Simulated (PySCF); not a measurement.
# F²⁺: excitation energy

F²⁺ [He] 2s2 2p3 (4S) → F²⁺ [He] 2s2 2p2 3s1 (4P), as a difference of total energies. Calculation: PySCF 2.14, in aug-cc-pCVTZ-DK; scalar relativity by spin-free X2C-1e. Correlated levels: valence and next inner shell: nothing frozen. The calculations carry no spin-orbit coupling.

```tsv
method	excitation energy (eV)
UHF	39.271
MP2 (valence and next inner shell)	39.575
SCS-MP2 (valence and next inner shell)	39.349
CCSD (valence and next inner shell)	39.327
CCSD(T) (valence and next inner shell)	39.303
```

Problem. How much does correlation contribute at CCSD(T) (valence and next inner shell)?

Solution. 39.303 − (39.271) = 0.032 eV, measured against UHF.

A first-order spin-orbit estimate (lowest level to lowest level, LS coupling) adds -0.044 eV.

The promoted electron is Rydberg-like, and one or two diffuse shells describe it only roughly, which tends to raise the upper state.
